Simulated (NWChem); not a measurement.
System: SiBr2F2; SMILES F[Si](F)(Br)Br

NWChem input:

```
start job
memory heap 200 mb stack 900 mb global 1100 mb
geometry units angstroms noautosym nocenter noautoz
  F      0.000000    -1.287272    -1.611406
  Si     0.000000     0.000000    -0.659720
  F      0.000000     1.287272    -1.611406
  Br     1.810930     0.000000     0.550009
  Br    -1.810930     0.000000     0.550009
end
basis spherical
  * library def2-svp
end
dft
  xc pbe0
  iterations 150
end
cosmo
  do_cosmo_smd true
  solvent propnol2
end
task dft energy
```

Geometry: optimised at PBE0/def2-SVP. Solvent: 2-propanol.

Level: PBE0/def2-SVP with SMD (1 M gas to 1 M solution), gas-phase geometry. Reactions with the solvent are ignored.

Predict the main results of this run. (PBE0/def2-SVP, SMD on the gas-phase geometry.) Quantities: solvation free energy (kcal/mol); cavity-dispersion-structure term (kcal/mol); dipole in solution (D).


```yaml
solvation free energy (kcal/mol): -3.8
cavity-dispersion-structure term (kcal/mol): -3.1
dipole in solution (D): 1.08
```
